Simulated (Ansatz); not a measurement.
C$_{2}$H$_{6}$AlF, triplet, geometry from GFN2-xTB (such geometries of metal compounds can be far from the true shape) (a higher spin typed on purpose: for a closed-shell molecule this is an excited state); CAM-B3LYP/aug-cc-pVDZ in Ansatz (a quantum-chemistry and plane-wave program).

Ansatz was given this input:
Ansatz 0.2 input:
```yaml
crystal:
  periodic: [false, false, false]
  atoms:
    - {symbol: Al, position_ang: [0.19980914, -0.19312548, 0.17540542]}
    - {symbol: C, position_ang: [1.86426202, -0.01408556, -1.33131879]}
    - {symbol: H, position_ang: [2.71149304, -0.59501172, -0.98260111]}
    - {symbol: H, position_ang: [2.10194063, 1.04149136, -1.40422681]}
    - {symbol: H, position_ang: [1.47358845, -0.39396865, -2.26892868]}
    - {symbol: C, position_ang: [-1.33990430, -0.49273228, 1.79163399]}
    - {symbol: H, position_ang: [-2.20356044, -0.94327075, 1.31501834]}
    - {symbol: H, position_ang: [-1.57520826, 0.49218926, 2.17972022]}
    - {symbol: H, position_ang: [-0.91915931, -1.13736804, 2.55602788]}
    - {symbol: F, position_ang: [-0.81475103, 0.78749742, -0.71524128]}
basis:
  gaussian:
    orbitals: aug-cc-pVDZ
    fitting: {mean_field: def2-universal-JKFIT}
hamiltonian:
  xc: cam_b3lyp
magnetization: {spin_polarized: true, initial_magnetization: 2}
```

Output, abridged:

```
Functional definition: CAM-B3LYP
463 factors; integrals over basis functions are off by at most 2.5e-1 eV
463 factors; integrals over basis functions are off by at most 1.0e-2 eV
mean field evaluation 1: about -11472.9853 eV, gradient 4.4e1 eV
mean field evaluation 2: about -11472.7151 eV, gradient 4.8e1 eV
mean field evaluation 4: about -11481.8904 eV, gradient 1.5e0 eV
mean field evaluation 8: about -11481.9138 eV, gradient 3.4e-2 eV
mean field evaluation 16: about -11481.9139 eV, gradient 4.1e-5 eV
mean field -11481.91387515 eV, -421.9525521908 hartree, gradient 3.7e-5 eV, S^2 2.010609; 2 other end points of the search recorded, 0 dependent functions left out
reference -11481.91405466 eV, -421.9525587879 hartree; 21, 19 occupied and 129, 131 virtual orbitals, 463 factors
Total energy: -11481.91405466 eV, -421.9525587879 hartree
```
